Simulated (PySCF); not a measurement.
# Si (silicon, neutral) across methods

[Ne] 3s1 3p2 4s1, high-spin 5P determinant (an excited configuration). All numbers are calculated (PySCF 2.14, no relativity, point nucleus, in aug-cc-pV(Q+d)Z with one added diffuse shell each of s, p, d, f, g type (8s7p6d4f3g, 114 functions)).

| method | E (hartree) | mean ε 3s α (eV) | mean ε 3p α (eV) | mean ε 4s α (eV) | Σ⟨r²⟩ (bohr²) | ⟨S²⟩ |
| --- | --- | --- | --- | --- | --- | --- |
| M06 | -288.9867 | -17.491 | -9.413 | -2.230 | 67.01 | 6.000 |
| r2SCAN | -288.9936 | -16.687 | -9.066 | -1.997 | 68.60 | 6.000 |
| UHF | -288.54939 | -22.835 | -13.204 | -3.116 | 74.11 | 6.000 |
| PBE0 | -288.8936 | -17.879 | -9.912 | -2.349 | 68.77 | 6.000 |
| LDA | -287.8458 | -16.059 | -8.617 | -2.075 | 66.24 | 6.000 |
| r2SCANh | -288.9926 | -17.321 | -9.492 | -2.130 | 68.74 | 6.000 |
| PBE | -288.8640 | -16.070 | -8.690 | -2.004 | 67.74 | 6.000 |

The outer electron is Rydberg-like, and this basis confines it to a smaller radius and binds it less than a complete one would.
